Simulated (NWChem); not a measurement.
# CH$_{6}$GeSi, singlet; SMILES [CH3][Ge][SiH3]

Program: NWChem. Low-valent species are run as closed-shell singlets; no triplet was tried in these runs. Structure relaxed at the PBE-D3(BJ)/def2-SVP level. Hybrids' shares of exact exchange are those that their runs print; pure functionals count as 0. The functionals differ in more than this share.

```
row                    share of exact exchange  orbital gap (eV)
---------------------  -----------------------  ----------------
PBE/def2-SVP                              0.00              1.61
BLYP/def2-SVP                             0.00              1.57
B3LYP/def2-SVP                            0.20              2.98
B3PW91/def2-SVP                           0.20              3.05
MPW1K/def2-SVP                            0.43          withheld
Hartree-Fock/def2-SVP                     1.00              8.63
```

Fit a straight line of the last column on the one before it, predict the withheld value, and compare with the run.


1. Means of the 5 shown rows: x = 0.280, y = 3.568. Slope Σ(x − x̄)(y − ȳ)/Σ(x − x̄)² = 4.841/0.6880 = 7.036; intercept 1.598.
2. The shown rows scatter about the line by 0.027 (root mean square); the largest residual is +0.04, at B3PW91/def2-SVP.
3. At x = 0.43 (MPW1K/def2-SVP; inside the shown range) the line gives 4.62.
4. The run gives 4.67, +0.05 from the line, 1.9 times the scatter.
